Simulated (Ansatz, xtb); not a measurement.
**Relative energy of two isomers of C4H6N2OS**

We compare a, `COc1nsnc1C`, a singlet, with b, `COc1nscc1N`, a singlet. Both are isolated molecules in the gas phase, relaxed with r2SCAN-D4/def2-SVP; the shapes shown needn't be the lowest conformers.

a (Å):

```xyz
14

C    -2.5424    0.4722   -0.9253
C    -0.4279   -0.1144   -0.1161
C     0.8794    0.1815    0.4307
C     1.3707    1.5566    0.7268
N    -0.6830   -1.3888   -0.3097
N     1.5935   -0.9046    0.6401
O    -1.2844    0.8727   -0.3900
S     0.6774   -2.2147    0.1783
H    -3.1123    1.3946   -1.0888
H    -2.4054   -0.0700   -1.8741
H    -3.0715   -0.1883   -0.2203
H     2.3903    1.5167    1.1303
H     0.7110    2.0558    1.4548
H     1.3643    2.1754   -0.1851
```

b (Å):

```yaml
atoms:
  - { symbol: C, position_ang: [-2.6445, 0.1186, 0.6723] }
  - { symbol: C, position_ang: [-0.5066, 0.2642, -0.2777] }
  - { symbol: C, position_ang: [1.4933, 0.2730, -1.3972] }
  - { symbol: C, position_ang: [0.8872, 0.6320, -0.2130] }
  - { symbol: N, position_ang: [-0.9464, -0.3096, -1.3701] }
  - { symbol: N, position_ang: [1.4075, 1.2993, 0.8820] }
  - { symbol: O, position_ang: [-1.2826, 0.5113, 0.7921] }
  - { symbol: S, position_ang: [0.3239, -0.4552, -2.4482] }
  - { symbol: H, position_ang: [-2.7241, -0.9663, 0.4978] }
  - { symbol: H, position_ang: [-3.1268, 0.3923, 1.6187] }
  - { symbol: H, position_ang: [-3.1266, 0.6393, -0.1701] }
  - { symbol: H, position_ang: [2.5348, 0.4107, -1.6898] }
  - { symbol: H, position_ang: [2.4031, 1.1830, 1.0330] }
  - { symbol: H, position_ang: [0.8665, 1.1572, 1.7296] }
```

Quicker runs give these differences E(b) − E(a): GFN2-xTB +44.4 kJ/mol; HF/STO-3G +51.2 kJ/mol (at GFN2-xTB geometries); r2SCAN-D4/def2-SVP//GFN2-xTB +2.1 kJ/mol.

Task: Estimate E(b) − E(a) at the level CCSD(T)/def2-SVP + ΔMP2/def2-TZVPP.

Result: Calculated at CCSD(T)/def2-SVP + ΔMP2/def2-TZVPP: E(b) − E(a) = +15.8 kJ/mol, so structure a lies lower.

The same difference at several levels:

| level | geometry | E(b) − E(a) (kJ/mol) | departure from the last row (kJ/mol) | job, with rough time for the two |
| --- | --- | --- | --- | --- |
| GFN2-xTB | GFN2-xTB | +44.4 | +28.5 | optimisation, 0.15 s |
| HF/STO-3G | GFN2-xTB | +51.2 | +35.3 | single point, 0.44 s |
| r2SCAN-D4/def2-SVP//GFN2-xTB | GFN2-xTB | +2.1 | −13.7 | single point, 4.4 s |
| r2SCAN-D4/def2-SVP | r2SCAN-D4/def2-SVP | +4.3 | −11.5 | optimisation, 33 s |
| HF/def2-SVP | r2SCAN-D4/def2-SVP | −3.4 | −19.3 | part of the CCSD(T) run |
| MP2/def2-SVP | r2SCAN-D4/def2-SVP | +13.5 | −2.3 | part of the CCSD(T) run |
| CCSD(T)/def2-SVP | r2SCAN-D4/def2-SVP | +14.9 | −0.9 | single point |
| CCSD(T)/def2-SVP + ΔMP2/def2-TZVPP | r2SCAN-D4/def2-SVP | +15.8 |  | single point, 1.7 min |

As drawn, b has 1 C∷S, 1 C∷C, 1 C–N, 2 N–H in place of 1 C∷N, 1 N∷S, 1 C–C, 2 C–H (∷ is an aromatic bond).

HF/def2-SVP puts the two in the other order. The largest departure from CCSD(T)/def2-SVP + ΔMP2/def2-TZVPP is that of HF/STO-3G, 35.3 kJ/mol. The last row adds to CCSD(T) the change of the MP2 difference between the two basis sets, here +0.9 kJ/mol.

With thermal terms from frequencies at re-optimised GFN2-xTB minima (ideal gas, soft modes damped towards free rotors, one conformer each, 298.15 K, 1 atm): on the last row, ΔE + ΔZPE = +16.3, ΔH = +15.9, ΔG = +18.6 kJ/mol.

The correlated steps freeze 12 core orbitals. Run with Ansatz 0.2.0, xtb 6.7.1; the last row on 4 threads of Arm Neoverse V1 on a shared host.
